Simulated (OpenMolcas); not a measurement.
**O+: effect of the level shift or regulariser**

```yaml
Program: OpenMolcas
Basis: ANO-RCC-VDZP [3s2p1d]
Scalar_Hamiltonian: DKH2, point nucleus
Active_space: 5 electrons in 4 orbitals (2s 2p)
State_averaging: 2S+1 = 4 odd, 1 root; 2S+1 = 2 odd, 8 roots; 2S+1 = 4 even, 3 roots; 2S+1 = 2 even, 9 roots
Spin-orbit_coupling: state interaction with AMFI integrals over the reference wave functions, term energies averaged over their components
```

Methods on the same reference wave functions:
A. CASSCF
B. SS-CASPT2, IPEA 0.25 Eh, imaginary shift 0.1 Eh (closed shells correlated: 1s)
C. SS-CASPT2, IPEA 0.25 Eh, sigma2 regulariser 0.3 Eh (closed shells correlated: 1s)

Energies in cm-1 above 2s2 2p3 4S* 3/2, the measured ground level; measured values from NIST Handbook of Basic Atomic Spectroscopic Data.

| Level | A | B | C | Measured |
| --- | --- | --- | --- | --- |
| 2s2 2p3 4S* 3/2 | 0.0 | 0.0 | 0.0 | 0.0 |
| 2s2 2p3 2D* 3/2 | 30454 | 29330 | 29330 | 26831 |
| 2s2 2p3 2D* 5/2 | 30458 | 29330 | 29330 | 26811 |
| 2s2 2p3 2P* 3/2 | 41116 | 42870 | 42870 | 40468 |
| 2s2 2p3 2P* 1/2 | 41120 | 42880 | 42880 | 40470 |
| 2s 2p4 4P 5/2 | 121691 | 121860 | 121860 | 119837 |
| 2s 2p4 4P 3/2 | 121842 | 122010 | 122010 | 120000 |
| 2s 2p4 4P 1/2 | 121932 | 122100 | 122100 | 120083 |
| 2s 2p4 2D 3/2 | 179280 | 172250 | 172250 | 165996 |
| 2s 2p4 2D 5/2 | 179280 | 172250 | 172250 | 165988 |
| 2s 2p4 2S 1/2 | 208881 | 204320 | 204320 | 195710 |
| 2s 2p4 2P 3/2 | 233512 | 224070 | 224070 | 212594 |
| 2s 2p4 2P 1/2 | 233690 | 224250 | 224250 | 212762 |

Deviations, from unrounded energies. A percentage is the sum of absolute deviations over the sum of measured energies, with the sign that they share, or ± where signs differ.

```
                        Against measurement  Levels     A     B     C
             mean absolute deviation (cm-1)      12  8000  5000  5000
other terms of the ground configuration (%)       4  +6.4  +7.3  +7.3
                   other configurations (%)       8  +6.6  +3.8  +3.8
```

B, C lie about equally close to measurement and A furthest from it. The largest miss of C in the table is 2s 2p4 2P 1/2, by +11000 cm-1. The ranking rests on the paired levels alone, and a cruder setting can come out closer through cancelling errors.

Between B and C no level of the table moves by more than 5 cm-1.

The two smallest mean deviations differ by little beside CASPT2's spread within terms, so their order carries little weight.

From A to B the spin-free energies of the other terms of 2s2 2p3 shown, above 4S*, scale by factors of 0.96 to 1.04.

The lowest spin-free term lies below A's lowest term by 0.076 hartree in B, 0.076 hartree in C.

CASPT2 does not keep the components of a term degenerate, so their means are used; among the terms shown or strongly mixed into the levels shown the widest spread is 200 cm-1 (2s 2p4 2D, C). Without dynamic correlation excited terms often stand tens of per cent too high (terms of higher spin than the ground term too low), and those without a measured partner can miss by more than the paired ones (holds for A). Computed and measured levels are paired by configuration, term and J; levels that our copy of the source lacks, or whose pairing is in doubt (as where it misses far off the trend of its configuration), stay unpaired and out of the deviations. Levels of configurations outside the active space are missing.

* marks odd parity.
